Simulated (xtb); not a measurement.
Harmonic IR lines of one isomer of C₁₀H₁₂Si, unscaled. Computed with GFN2-xTB (xtb).

wavenumber (cm⁻¹): 555 (m), 778 (s), 793 (m), 801 (vs), 882 (w), 1013 (w), 1168 (vw), 2238 (vs), 2245 (s), 2257 (s), 3049 (w), 3062 (w), 3074 (m), 3085 (m), 3098 (w), 3127 (m)

Q: Name which structure gives these lines.
A) `C=CC(=C)c1cccc([SiH3])c1`
B) `C=C/C([SiH3])=C\c1ccccc1`
C) `C=CC(=C)c1ccccc1[SiH3]`
D) `C=C/C=C/c1cccc([SiH3])c1`

A: C, `C=CC(=C)c1ccccc1[SiH3]`
